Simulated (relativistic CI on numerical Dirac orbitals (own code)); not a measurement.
## V III: calculation against measurement

Calculated at this level of theory: Dirac-Coulomb-Breit CI, KLI orbitals optimised for each configuration, model QED, valence Slater integrals scaled by 0.85, P86 correlation energy added to each configuration (own radial code, finite nucleus).

CI space (outside the closed core [Ne] 3s2): 3p⁶3d³, 3p⁶3d²4s, 3p⁶3d²4p, 3p⁶3d4s², 3p⁶3d²4d, 3p⁶3d²5s, 3p⁶3d²5p, 3p⁶3d4s4p, 3p⁶3d²4f, 3p⁶3d²5d, 3p⁶3d²5f, 3p⁶3d²5g, 3p⁵3d⁴, 3p⁶3d4p², 3p⁶3d4s4d. Levels of other configurations are missing.

```csv
Configuration,Term (tabulated),J,Measured (cm⁻¹),Computed,Error,Purity (%)
3p⁶3d³,a 4F,3/2,0.0,0,0,100
3p⁶3d³,a 4F,5/2,145.5,128,-17,100
3p⁶3d³,a 4F,7/2,341.5,303,-39,100
3p⁶3d³,a 4F,9/2,583.8,519,-65,100
3p⁶3d³,a 4P,1/2,11513.8,12528,1014,100
3p⁶3d³,a 4P,3/2,11591.8,12601,1009,99
3p⁶3d³,a 4P,5/2,11769.7,12761,992,100
3p⁶3d³,a 2G,7/2,11966.3,12589,622,100
3p⁶3d³,a 2G,9/2,12187.0,12785,598,99
3p⁶3d³,a 2P,3/2,15550.3,16678,1128,93
3p⁶3d³,a 2P,1/2,15579.8,16589,1010,99
3p⁶3d³,a 2D2 †,3/2,16330.5,17974,1644,93
3p⁶3d³,a 2D2 †,5/2,16374.7,18131,1756,100
3p⁶3d³,a 2H,9/2,16810.9,16760,-51,99
3p⁶3d³,a 2H,11/2,16977.6,16908,-70,100
3p⁶3d³,a 2F,7/2,27727.8,28914,1186,100
3p⁶3d³,a 2F,5/2,27846.8,29024,1178,100
3p⁶3d³,b 2D1,5/2,42267.4,44337,2070,99
3p⁶3d³,b 2D1,3/2,42371.2,44433,2062,99
3p⁶3d²4s,b 4F,3/2,43942.5,44839,897,100
3p⁶3d²4s,b 4F,5/2,44110.0,44993,883,100
3p⁶3d²4s,b 4F,7/2,44345.8,45210,865,100
3p⁶3d²4s,b 4F,9/2,44647.0,45488,841,100
3p⁶3d²4s,b 2F,5/2,49327.7,50333,1005,99
3p⁶3d²4s,b 2F,7/2,49805.3,50773,967,99
3p⁶3d²4s,c 2D,5/2,56160.4,58048,1887,82
3p⁶3d²4s,c 2D,3/2,56256.8,58136,1879,92
3p⁶3d²4s,b 4P,1/2,56529.3,58423,1893,100
3p⁶3d²4s,b 4P,3/2,56669.1,58547,1878,92
3p⁶3d²4s,b 4P,5/2,56922.5,58774,1852,82
3p⁶3d²4s,b 2P,1/2,61578.7,63790,2212,99
3p⁶3d²4s,b 2P,3/2,61777.2,63970,2193,99
3p⁶3d²4s,b 2G,9/2,63303.1,64300,996,100
3p⁶3d²4s,b 2G,7/2,63315.1,64312,997,100
3p⁶3d²4p,z 4G°,5/2,85524.0,85627,103,98
3p⁶3d²4p,z 4G°,7/2,85875.7,85944,68,99
3p⁶3d²4s,a 2S,1/2,86304.0,89306,3002,99
3p⁶3d²4p,z 4G°,9/2,86306.4,86335,29,99
3p⁶3d²4p,z 4F°,3/2,86716.8,86748,31,98
3p⁶3d²4p,z 4G°,11/2,86809.4,86796,-13,100
3p⁶3d²4p,z 4F°,5/2,86938.0,86946,8,99
3p⁶3d²4p,z 4F°,7/2,87218.9,87202,-17,99
3p⁶3d²4p,z 4F°,9/2,87544.5,87506,-38,99
3p⁶3d²4p,z 2F°,5/2,87880.9,88263,382,89
3p⁶3d²4p,z 2F°,7/2,88328.0,88664,336,89
3p⁶3d²4p,4D°,1/2,89005.6,89037,31,100
3p⁶3d²4p,4D°,7/2,89417.5,89453,35,90
3p⁶3d²4p,2D°,5/2,89457.7,89707,249,75
3p⁶3d²4p,z 2G°,7/2,91710.4,92087,376,100
3p⁶3d²4p,z 2G°,9/2,92052.6,92412,360,99
3p⁶3d²4p,z 2S°,1/2,94714.2,96008,1294,99
3p⁶3d²4p,z 4S°,3/2,97512.0,98468,956,63
3p⁶3d²4p,z 2P°,3/2,98062.2,98897,835,60
3p⁶3d²4p,y 2F°,5/2,98383.5,99240,857,95
3p⁶3d²4p,z 2P°,1/2,98399.4,99120,721,99
3p⁶3d²4p,y 2F°,7/2,98825.2,99628,803,94
3p⁶3d²4p,y 4D°,1/2,99073.2,99882,809,99
3p⁶3d²4p,y 4D°,3/2,99181.5,99996,814,91
3p⁶3d²4p,y 2D°,3/2,99508.5,100448,939,88
3p⁶3d²4p,y 2D°,5/2,99804.6,100717,913,85
3p⁶3d²4p,y 4D°,7/2,99941.2,100671,730,94
3p⁶3d²4p,z 4P°,1/2,101645.6,102380,735,99
3p⁶3d²4p,z 4P°,3/2,101785.8,102508,722,99
```

Measured levels from Sugar and Corliss, J. Phys. Chem. Ref. Data 7, 1191 (1978); pairs were made by configuration, J and term (by order where the table uses no LS term), so strongly mixed levels may be paired wrongly.

Mean error by configuration (cm⁻¹): 3p⁶3d³ 789; 3p⁶3d²4s 1515; 3p⁶3d²4p 467. Over the excited levels the mean absolute error is 843 cm⁻¹ (62 of the 64 excited levels that our extract of the source holds in range could be paired, and the others can miss by more), and the median relative error of those above 1,000 cm⁻¹ is 0.98 %. † marks terms whose computed intervals miss the measured ones by more than a factor of 2.5, or configurations far off the rest, from wrong mixing, a near crossing or a doubtful label or measurement; they are left out of the means.
